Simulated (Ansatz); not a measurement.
Species: MoO (charge 0, triplet). The spin state was set by rule; other spins were not relaxed. 
Structure (B3LYP-D3(BJ)/def2-TZVP (Ansatz, a program for electronic structure) minimum search):
```
Mo
O 1 1.6412
```
Charge 0, spin multiplicity 3.

Total electronic energies in hartree. Cores are frozen in the correlated levels unless marked. Open shells are spin-unrestricted. Spin-orbit coupling is left out. The frozen core is the preceding noble-gas configuration, with the filled d and f shells of earlier blocks. Past Kr the def2 sets carry scalar-relativistic core potentials. CBS(X,Y): correlation extrapolated as X^-3; Hartree-Fock from the larger set. The bracket is a focal-point correction in the basis named. The program attaches cautions to a run behind HF/def2-TZVPPD: other amplitudes. The program attaches cautions to a run behind MP2/def2-TZVPP: other amplitudes. The program attaches cautions to a run behind MP2/def2-TZVPPD: other amplitudes. The program attaches cautions to a run behind SCS-MP2/def2-TZVPP: other amplitudes. The program attaches cautions to a run behind CCSD/def2-TZVPPD: other amplitudes. The program attaches cautions to a run behind CCSD/def2-QZVPPD: other amplitudes. The program attaches cautions to a run behind RI-MP2/CBS(def2-TZVPP,def2-QZVPP)+[CCSD(T)-MP2]/def2-TZVPP: other amplitudes. The program attaches cautions to a run behind RI-MP2/CBS(def2-TZVPP,def2-QZVPP)+[CCSD(T)-MP2]/def2-QZVPP: other amplitudes. The program attaches cautions to a run behind CCSD(T)/CBS(def2-TZVPPD,def2-QZVPPD): other amplitudes.

The UHF reference is spin-contaminated (<S^2> 0.93 over the pure value in the largest basis). The T1 diagnostic of CCSD in the largest basis is 0.082, which is high, so the coupled-cluster rows are less sure than usual.

```
level                                                              program  energy (Eh)
----------------------------------------------------------  --------------  -----------
HF/def2-TZVPPD                                                      Ansatz   -142.37754
SVWN5/def2-TZVPD                                                    Ansatz   -142.73447
revPBE/def2-TZVPD                                                   Ansatz   -143.43380
r2SCAN/def2-TZVPD                                                   Ansatz   -143.38909
r2SCAN-D3(BJ)/def2-TZVPD                                    Ansatz + dftd3   -143.38928
B97M-V/def2-TZVPD                                                   Ansatz   -143.36204
B3LYP-D3(BJ)/def2-TZVPD                                     Ansatz + dftd3   -143.41280
PBE0/def2-SVP                                                       Ansatz   -143.17723
PBE0/def2-TZVPD                                                     Ansatz   -143.29101
BHLYP-D3(BJ)/def2-TZVPD                                     Ansatz + dftd3   -143.22667
r2SCANh-D4/def2-TZVPD                                       Ansatz + dftd4   -143.36048
LC-wPBE-D4/def2-TZVPD                                       Ansatz + dftd4   -143.33905
B2GP-PLYP/def2-TZVPD                                                Ansatz   -143.10138
MP2/def2-TZVPP                                                      Ansatz   -142.78124
MP2/def2-TZVPPD                                                     Ansatz   -142.78337
RI-MP2/def2-TZVPPD                                                  Ansatz   -142.78334
SCS-MP2/def2-TZVPP                                                  Ansatz   -142.74322
CCSD/def2-TZVPPD                                                    Ansatz   -142.77798
CCSD/def2-QZVPPD                                                    Ansatz   -142.80304
CCSDT/def2-SVP                                                      Ansatz   -142.60936
RI-MP2/CBS(def2-TZVPP,def2-QZVPP)+[CCSD(T)-MP2]/def2-TZVPP          Ansatz    -142.8547
RI-MP2/CBS(def2-TZVPP,def2-QZVPP)+[CCSD(T)-MP2]/def2-QZVPP          Ansatz    -142.8533
CCSD(T)/CBS(def2-TZVPPD,def2-QZVPPD)                                Ansatz    -142.8518
```

Totals of different functionals don't rank their quality; only differences between species are comparable.
